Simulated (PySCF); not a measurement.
Compound: C₆H₆FNS (charge -1 and doublet state).
Cartesian coordinates in Å at the GFN2-xTB level; atoms count from 1:
```
atom  x, y, z in Å
C1     1.1140   -1.5515   -0.3896
C2     0.1142   -0.4682   -0.1449
C3    -1.2176   -0.5556   -0.4883
F4    -1.6821   -1.7259   -1.0679
C5    -2.1213    0.4703   -0.3122
N6    -1.7524    1.6624    0.2719
C7    -0.5042    1.7475    0.6735
C8     0.4826    0.7948    0.4745
S9     1.9914    0.9427    1.3984
H10    1.7220   -1.7153    0.5037
H11    1.7968   -1.2895   -1.2072
H12    0.6119   -2.4825   -0.6507
H13   -3.1563    0.3772   -0.6059
H14   -0.2409    2.6738    1.1800
H15    2.8373    1.1279    0.3427
```

The hyperfine couplings belong to this conformer and change with its torsions.

Identity: `C[C-]1[C](F)C=NC=C1S` [radical] (charge -1).

Computed with UKS B3LYP, pcH-1 on C F H N S, non-relativistic, mean-field spin-orbit, GIAO (PySCF 2.14.0). Whether the extra electron is bound in the gas phase wasn't checked; a finite basis holds it in any case. The geometry wasn't refined by DFT: couplings that depend on bond lengths, twists or pyramidal angles can differ widely from those at the functional's own minimum, by a factor of two or more for some ions and for spin on atoms past the first row. Stability of the SCF solution: not tested.

Question: The isotropic 13C couplings are +44.4, -32.9, +29.6, +25.1, -17.2, -14.9 MHz. Assign them to C1; C2; C3; C5; C7; C8.

Answer: 
```tsv
site	a_iso (MHz)	ρ(0) (bohr⁻³)	position	distance from C2 (Å)	spin population	largest |T| (MHz)
C1	-14.9	-0.0133	1 bond from C2	1.49	-0.03	1.4
C2	+29.6	+0.0263	largest spin population	0.00	+0.35	64.9
C3	-32.9	-0.0292	1 bond from C2	1.38	-0.11	15.8
C5	+25.1	+0.0224	a main spin site	2.43	+0.35	57.1
C7	-17.2	-0.0153	1 bond from C8	2.44	-0.08	9.8
C8	+44.4	+0.0395	a main spin site	1.45	+0.25	44.1
```

Question: The isotropic 1H couplings, averaged over equivalent nuclei, are +87.9, +28.8, -25.1, +2.0 MHz. Assign them to H10/H11/H12; H13; H14; H15.

Answer: 
```tsv
site	a_iso (MHz)	ρ(0) (bohr⁻³)	position	distance from C2 (Å)	bound to	spin population there	largest |T| (MHz)
H10/H11/H12	+28.8	+0.0064	2 bonds from C2	2.14	C1	-0.03	4.6
H13	-25.1	-0.0056	1 bond from C5	3.41	C5	+0.35	14.8
H14	+2.0	+0.0004	2 bonds from C8	3.43	C7	-0.08	3.4
H15	+87.9	+0.0197	2 bonds from C8	3.19	S9	+0.03	3.3
```

ρ(0) is the spin density at the nucleus and T the dipolar tensor; a_iso includes a spin–orbit part; entries for several nuclei are means. Largest spin populations (Mulliken): C2 (+0.35), C5 (+0.35), C8 (+0.25) and N6 (+0.18). Four atoms exceed +0.15. The positive populations add up to 1.25 and the negative ones to -0.25, together 2S = 1. Main spin sites, with 60 % or more of the largest population: C2, C5, C8; positions count bonds from the nearest.

Nuclei that the bonding pattern makes equivalent are averaged, as if the motion that swaps them (rotation, inversion, ring flip) were fast. The three 1H nuclei of mean +28.8 MHz run from 3.2 to 53.0 MHz in the frozen geometry.

The SMILES `C[C-]1[C](F)C=NC=C1S` draws the unpaired electron on C3, whose computed spin population is only -0.11.

Time: 3.0 min (grids of density and orbitals included); peak memory 0.97 GiB. Hardware: one thread, AMD EPYC (x86_64), no GPU, shared host.
